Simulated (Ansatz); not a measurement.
B3P3H12, a cluster cut from wurtzite BP (hydrogen-capped). Total charge 0; singlet. Geometry r2SCAN-D4/def2-SVP; atoms count from 1.

```
atom   x (Å)   y (Å)   z (Å)
  B1  -0.244   1.922   0.248
  B2  -1.126  -1.201   1.051
  B3   1.776  -0.633  -0.510
  P4  -1.648   0.599   0.521
  P5   1.081   1.134  -0.944
  P6   0.251  -1.802  -0.189
  H7  -2.560   1.104   1.480
  H8  -2.509   0.552  -0.609
  H9  -0.690   2.955  -0.207
 H10   0.312   2.036   1.327
 H11   0.617   1.167  -2.287
 H12   2.171   2.031  -1.059
 H13  -2.078  -1.955   1.055
 H14  -0.567  -1.077   2.127
 H15  -0.334  -2.200  -1.422
 H16   0.733  -3.059   0.249
 H17   2.330  -0.512   0.569
 H18   2.484  -1.061  -1.399
```

Question: Estimate the Mulliken populations from the PBE0/def2-TZVP orbitals of Ansatz.

Answer: 
| atom | charge (e) |
| --- | --- |
| B1 | -0.27 |
| B2 | -0.27 |
| B3 | -0.27 |
| P4 | 0.05 |
| P5 | 0.05 |
| P6 | 0.05 |
| H7 | 0.09 |
| H8 | 0.07 |
| H9 | 0.03 |
| H10 | 0.02 |
| H11 | 0.07 |
| H12 | 0.09 |
| H13 | 0.03 |
| H14 | 0.02 |
| H15 | 0.07 |
| H16 | 0.09 |
| H17 | 0.03 |
| H18 | 0.03 |
Mulliken values and Mayer orders depend strongly on the basis.

Question: And the Mayer bond orders between bonded heavy atoms (over 0.3)?

Answer: B1–P4 0.91 (1.95 Å); B1–P5 0.91 (1.95 Å); B2–P4 0.91 (1.95 Å); B2–P6 0.91 (1.95 Å); B3–P5 0.91 (1.95 Å); B3–P6 0.91 (1.95 Å).
